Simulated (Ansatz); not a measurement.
F₄Se, charge +1, doublet, at a GFN2-xTB geometry (a state made from the parent by changing its charge; the spin is typed, not shown lowest); CAM-B3LYP/STO-3G (Ansatz, a first-principles code).

Here is a job for Ansatz.
Ansatz 0.2 input:
```yaml
crystal:
  periodic: [false, false, false]
  atoms:
    - {symbol: Se, position_ang: [0.00175924, 0.00073057, 0.27580486]}
    - {symbol: F, position_ang: [0.73333040, 1.01348604, -0.79647137]}
    - {symbol: F, position_ang: [1.48398562, -1.07701007, 0.26150674]}
    - {symbol: F, position_ang: [-0.74339671, -1.01766635, -0.78167169]}
    - {symbol: F, position_ang: [-1.48056534, 1.07843043, 0.27470686]}
basis:
  gaussian:
    orbitals: STO-3G
hamiltonian:
  xc: cam_b3lyp
total_charge: 1
magnetization: {spin_polarized: true, initial_magnetization: 1}
```

Problem. Predict the main parts of the log of this Ansatz run.

Solution. 
```
Functional definition: CAM-B3LYP
476 factors; integrals over basis functions are off by at most 1.8e-5 eV
138 factors; integrals over basis functions are off by at most 3.8e-7 eV
mean field evaluation 1: about -75309.3866 eV, gradient 2.9e1 eV
mean field evaluation 2: about -75313.3753 eV, gradient 2.2e1 eV
mean field evaluation 4: about -75317.1994 eV, gradient 1.5e0 eV
mean field evaluation 8: about -75317.2837 eV, gradient 2.9e-2 eV
mean field evaluation 16: about -75317.2838 eV, gradient 4.0e-5 eV
mean field -75317.28375002 eV, -2767.8591259246 hartree, gradient 4.1e-5 eV, S^2 0.794340; 0 other end points of the search recorded, 0 dependent functions left out
reference -75317.28379914 eV, -2767.8591277297 hartree; 35, 34 occupied and 3, 4 virtual orbitals, 476 factors
Total energy: -75317.28379914 eV, -2767.8591277297 hartree
```
